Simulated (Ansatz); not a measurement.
Si(Me)(OH)3 (CH6O3Si), SMILES [Si](O)(O)(O)C.

Geometry optimised at B3LYP-D3(BJ)/def2-SVP. A frequency run showed that this geometry is not a minimum. One conformer was computed; it need not be the lowest.

Two levels are set side by side: PBE/def2-SVPD (Ansatz, an electronic-structure program) and PBE0/def2-SVPD (Ansatz). Energy differences of separate SCF runs at the same geometry; the states with an electron removed or added have multiplicity 2 and 2. Differences are taken from unrounded values.

```csv
quantity,PBE0,PBE,PBE minus PBE0
vertical ionisation energy (eV),10.78,10.20,-0.59
vertical singlet–triplet gap (eV),7.33,6.49,-0.83
```
